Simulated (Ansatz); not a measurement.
C$_{8}$H$_{18}$Cl$_{2}$O$_{2}$Si (`CC(C)(C)O[Si](Cl)(Cl)OC(C)(C)C`), relaxed with RKS PBE-D4/def2-SVP in the Gaussian-basis code of Ansatz from a rough embedded geometry. The force threshold is 0.03 eV/Å; the program also tests the step.

The species carries charge 0 and has multiplicity 1.

Start:

```xyz
31

C    -1.842   -2.350   -2.461
C    -1.222   -1.508   -1.383
C    -0.393   -2.473   -0.528
C    -2.376   -0.825   -0.526
O    -0.413   -0.515   -2.041
Si    0.629    0.540   -1.332
Cl    0.607    2.256   -2.394
Cl    2.486   -0.261   -1.461
O     0.194    0.880    0.234
C     1.028    1.453    1.259
C     1.872    0.371    1.949
C     0.017    2.008    2.298
C     1.943    2.638    0.755
H    -1.074   -2.791   -3.168
H    -2.428   -1.707   -3.189
H    -2.515   -3.099   -2.158
H    -1.031   -3.260   -0.135
H     0.420   -2.876   -1.068
H     0.000   -1.963    0.388
H    -3.105   -1.630   -0.290
H    -2.900   -0.138   -1.226
H    -1.994   -0.354    0.334
H     2.729    0.053    1.318
H     1.283   -0.476    2.214
H     2.352    0.767    2.913
H    -0.626    2.771    1.798
H     0.500    2.416    3.164
H    -0.652    1.217    2.654
H     2.726    2.325    0.126
H     1.356    3.439    0.291
H     2.428    3.091    1.666
```

Q: How much energy does the relaxation release, and in how many steps? (Best estimate.)

A: The calculation gave: 71.56 kJ/mol, in 7 steps.

Q: Which bonds change most? (Estimate.)

A: The calculation gave: Si6–Cl8 from 2.026 to 2.085 Å; C2–C4 from 1.592 to 1.533 Å; C1–H16 from 1.051 to 1.108 Å; C13–H29 from 1.052 to 1.108 Å.

Q: Give the relaxed structure. (Best estimate.)

A: The calculation gave: 
```xyz
31

C    -1.844   -2.307   -2.567
C    -1.285   -1.524   -1.375
C    -0.364   -2.406   -0.523
C    -2.412   -0.917   -0.531
O    -0.530   -0.430   -1.969
Si    0.629    0.549   -1.343
Cl    0.622    2.252   -2.511
Cl    2.519   -0.304   -1.553
O     0.304    0.871    0.240
C     1.050    1.474    1.334
C     1.859    0.367    2.021
C    -0.016    2.044    2.274
C     1.967    2.587    0.812
H    -1.017   -2.714   -3.183
H    -2.458   -1.644   -3.207
H    -2.475   -3.149   -2.221
H    -0.923   -3.279   -0.129
H     0.489   -2.778   -1.123
H     0.035   -1.839    0.342
H    -3.047   -1.713   -0.092
H    -3.052   -0.266   -1.159
H    -1.989   -0.306    0.289
H     2.590   -0.076    1.317
H     1.187   -0.437    2.381
H     2.413    0.771    2.892
H    -0.620    2.812    1.752
H     0.453    2.507    3.165
H    -0.697    1.239    2.616
H     2.739    2.181    0.129
H     1.385    3.354    0.264
H     2.488    3.081    1.657
```
